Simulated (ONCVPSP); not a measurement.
N, ONCV: configuration errors across variants

N (Z = 7), optimised norm-conserving Vanderbilt (ONCV), made with ONCVPSP 4.0.1 (LDA (Perdew-Wang 92), scalar-relativistic). Core [He], reference 2s2 2p1.5 (charge +1.5). Waves: 2s: rc 0.90 bohr, ncon 4, nbas 9, qcut 8.1 1/bohr, 2 projectors, debl 1.6 Ha; 2p: rc 1.60 bohr, ncon 4, nbas 9, qcut 9.9 1/bohr, 1 projector; d scattering state at 0.09 Ha: rc 1.75 bohr, ncon 4, nbas 7, qcut 5.3 1/bohr, 2 projectors, debl 1.7 Ha. Local part: polynomial inside 0.65 bohr (lpopt 5, dvloc0 0 Ha). Core correction: Teter function, fcfact 1.5, rcfact 1.65.

All-electron excitation energies from the reference (eV): (1) 2s2 2p3 -26.116; (2) 2s2 2p2 -12.385; (3) 2s2 2p1 16.588; (4) 2s1 2p4 -14.911.

2 further variants failed, have other tests or another functional or relativity, and are left out.

A true bound ghost makes a file unfit for plane-wave use even where its test errors are small: the radial tests pick states by their node count and pass the ghost by.

Errors AE − PS in meV (a dash: test not solved or not reliable):

| change | (1) | (2) | (3) | (4) | bound ghosts | GHOST(+) flags above zero |
| --- | --- | --- | --- | --- | --- | --- |
| base | +39 | +9.6 | +17 | +100 | none | d |
| all radii but the core radius scaled by about 1.06 (s 0.96, p 1.70, d 1.86 bohr); local potential polynomial inside 0.70 bohr (lpopt 5, dvloc0 0 Ha) | +48 | +11 | +20 | +121 | none | d |
| s: qcut 5.5 | +43 | +10 | +18 | +114 | none | d |
| s: qcut 6.2; p: qcut 7.6; d: qcut 4.1 | +71 | +17 | +29 | +177 | none | d |
| p: nbas 8 | +39 | +9.6 | +17 | +100 | none | d |
| d: rc 2.6 | +39 | +9.6 | +17 | +100 | d | none |

(1) Give the same row for: core correction none.

## Answers

(1) +48, +12, +21, +115; bound ghosts: none; GHOST(+) flags above zero: d.
